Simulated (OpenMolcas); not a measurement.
## Computed levels of Pm II

```json
{
 "Program": "OpenMolcas 26.06",
 "Method": "CASSCF",
 "Basis": "ANO-RCC-VTZP [8s7p5d3f2g1h]",
 "Scalar Hamiltonian": "DKH2, point nucleus",
 "Active space": "6 electrons in 8 orbitals (4f 6s)",
 "State averaging": "2S+1 = 7 odd, 21 roots; 2S+1 = 5 odd, 129 roots kept (CI in the orbitals of an earlier block); 2S+1 = 3 odd, 143 roots kept (CI in the orbitals of an earlier block, 131 in the spin-orbit step); 2S+1 = 1 odd, 56 roots kept (CI in the orbitals of an earlier block, 17 in the spin-orbit step)",
 "Spin-orbit coupling": "state interaction with AMFI integrals over the reference wave functions, term energies averaged over their components"
}
```

With spin-orbit coupling, above the lowest level:

| Configuration | Term | J | E (cm⁻¹) | Measured (cm⁻¹) | g | Term weight % | Second |
| --- | --- | --- | --- | --- | --- | --- | --- |
| 4f⁵ 6s | ⁷H° | 2 | 0.0 | 0.0 | 0.006 | 98 | 2 ⁵G°(1) |
| 4f⁵ 6s | ⁷H° | 3 | 508 | 446 | 0.741 | 93 | 5 ⁵H°(1) |
| 4f⁵ 6s | ⁷H° | 4 | 1224 | 1133 | 1.043 | 93 | 6 ⁵H°(1) |
| 4f⁵ 6s | ⁷H° | 5 | 2115 | 1984 | 1.195 | 94 | 5 ⁵H°(1) |
| 4f⁵ 6s | ⁵H°(1) | 3 | 2272 | 1603 | 0.516 | 93 | 5 ⁷H° |
| 4f⁵ 6s | ⁷H° | 6 | 3145 | 2950 | 1.283 | 95 | 4 ⁵H°(1) |
| 4f⁵ 6s | ⁵H°(1) | 4 | 3363 | 2667 | 0.910 | 93 | 6 ⁷H° |
| 4f⁵ 6s | ⁷H° | 7 | 4275 | 4000 | 1.337 | 97 |  |
| 4f⁵ 6s | ⁵H°(1) | 5 | 4585 | 3812 | 1.104 | 94 | 5 ⁷H° |
| 4f⁵ 6s | ⁷H° | 8 | 5480 |  | 1.373 | 97 | 3 ⁵I° |
| 4f⁵ 6s | ⁵H°(1) | 6 | 5898 | 5018 | 1.215 | 95 | 4 ⁷H° |
| 4f⁵ 6s | ⁷F° | 0 | 7052 | 5281 |  | 98 |  |
| 4f⁵ 6s | ⁷F° | 1 | 7177 | 5391 | 1.487 | 97 |  |
| 4f⁵ 6s | ⁵H°(1) | 7 | 7286 |  | 1.284 | 96 | 2 ³I° |
| 4f⁵ 6s | ⁷F° | 2 | 7448 | 5632 | 1.488 | 96 |  |
| 4f⁵ 6s | ⁷F° | 3 | 7904 | 6048 | 1.490 | 95 |  |
| 4f⁵ 6s | ⁷F° | 4 | 8591 | 6705 | 1.494 | 95 | 2 ⁵F°(2) |
| 4f⁵ 6s | ⁵F°(1) | 1 | 9050 |  | 0.012 | 97 |  |
| 4f⁵ 6s | ⁵F°(1) | 2 | 9470 |  | 1.002 | 96 |  |
| 4f⁵ 6s | ⁷F° | 5 | 9516 |  | 1.497 | 97 |  |
| 4f⁵ 6s | ⁵F°(1) | 3 | 10214 |  | 1.252 | 95 | 2 ³F° |
| 4f⁵ 6s | ⁷F° | 6 | 10608 |  | 1.499 | 99 |  |
| 4f⁵ 6s | ⁵F°(1) | 4 | 11314 |  | 1.352 | 96 | 2 ⁷F° |
| 4f⁵ 6s | ⁵F°(1) | 5 | 12730 |  | 1.402 | 99 |  |
| 4f⁵ 6s | ⁵F°(2) | 1 | 20093 |  | 0.009 | 99 |  |
| 4f⁵ 6s | ⁵F°(2) | 2 | 20327 |  | 0.849 | 73 | 21 ⁵G°(1) |
| 4f⁵ 6s | ⁵F°(2) | 3 | 20830 |  | 1.089 | 51 | 33 ⁵G°(1) |
| 4f⁵ 6s | ³F° | 2 | 21163 |  | 0.556 | 60 | 35 ⁵G°(1) |
| 4f⁵ 6s | ⁵M° | 7 | 21286 |  | 0.767 | 90 | 5 ³L°(2) |
| 4f⁵ 6s | ⁵M° | 8 | 21765 |  | 0.934 | 64 | 22 ³M° |
| 4f⁵ 6s | ⁵I° | 4 | 21859 |  | 0.708 | 82 | 9 ⁵G°(1) |
| 4f⁵ 6s | ⁵G°(1) | 4 | 21920 |  | 1.114 | 37 | 32 ⁵F°(2) |
| 4f⁵ 6s | ⁵I° | 5 | 22071 |  | 0.881 | 89 | 9 ⁵K° |
| 4f⁵ 6s | ⁵I° | 6 | 22369 |  | 1.039 | 79 | 15 ⁵K° |
| 4f⁵ 6s | ³F° | 3 | 22475 |  | 0.928 | 39 | 31 ³G° |
| 4f⁵ 6s | ⁵M° | 9 | 22843 |  | 1.038 | 79 | 13 ³M° |
| 4f⁵ 6s | ⁵I° | 7 | 22853 |  | 1.137 | 72 | 16 ⁵K° |
| 4f⁵ 6s | ³M° | 8 | 23146 |  | 0.945 | 52 | 29 ⁵M° |
| 4f⁵ 6s | ³I° | 5 | 23149 |  | 0.824 | 86 | 11 ⁵K° |
| 4f⁵ 6s | ⁵G°(1) | 2 | 23604 |  | 0.603 | 40 | 35 ³F° |

Against the 14 measured excited levels shown (NIST Handbook of Basic Atomic Spectroscopic Data) the mean absolute deviation is 920 cm-1; the largest miss in energy is 4f⁵ 6s ⁷F°₄: computed 8591, measured 6705 cm⁻¹ (+28.1 %), and the largest in proportion 4f⁵ 6s ⁵H°₃(1) (+41.7 %).

Spin-orbit coupling puts the lowest level 3495 cm⁻¹ below the lowest spin-free term.

For ⁷H° the intervals divided by the larger J are 169.4, 178.9, 178.3, 171.5, 161.5, 150.6 cm-1. Landé's interval rule makes them equal in pure LS coupling; they differ by 17 % of their mean. The multiplet is regular.

High states are left out of the spin-orbit mixing, which shifts the levels that they would mix with. Without dynamic correlation excited terms often stand tens of per cent too high (terms of higher spin than the ground term too low), and those without a measured partner can miss by more than the paired ones. Some levels mix across a computed gap that differs much from the measured one, so their mixing is not that of the real levels. Terms from blocks run as CI alone lack orbitals of their own. Computed and measured levels are paired by configuration, term and J; levels that our copy of the source lacks, or whose pairing is in doubt (as where it misses far off the trend of its configuration), stay unpaired and out of the deviations. Levels of configurations outside the active space are missing. The first state left out of the spin-orbit step lies near 32000 cm-1 above the lowest spin-free state of the reference (among the parities and spins computed), and the list stops at four fifths of that energy or lower. The table shows the lowest 40 of 49 levels.

The RASSCF and RASSI steps took 3.1 min on 1 thread of Arm Neoverse V2 (shared host); the integral step is not counted.

The term weight is that of the spin-free term in the level, not the purity of its configuration. A number in round brackets counts repeated terms of one configuration in the order of the reference energies. ° marks odd parity.
